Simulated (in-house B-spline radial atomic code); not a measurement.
A fraction x of an electron is added to 4p in neutral gallium, starting from [Ar] 3d10 4s2 4p1 and keeping the highest spin. Method: scalar-relativistic (X2C) LDA exchange-only, spin-polarised, spherical fractional occupations, Fermi nucleus of rms radius 3.9973 fm. Calculated with a B-spline radial code for spherical atoms.

```tsv
x	E(x) - E(0) (eV)	4p up level (eV)
0	0.0000	-2.290
0.1	-0.2032	-1.778
0.2	?	?
0.3	-0.4620	-0.829
0.4	?	?
0.5	-0.5437	-0.013
```

Problem. What belongs in the row x = 0.2?

Solution. An energy change of -0.3564 eV; 4p up at -1.290 eV.

Problem. What belongs in the row x = 0.4?

Solution. An energy change of -0.5233 eV; 4p up at -0.402 eV.

Problem. Up to what added charge does this functional bind the extra electron?

Solution. The highest level rises by about 3.9 eV per electron near x = 0.5 and would reach zero near x = 0.5, so a whole extra electron isn't bound at the basis-set limit.
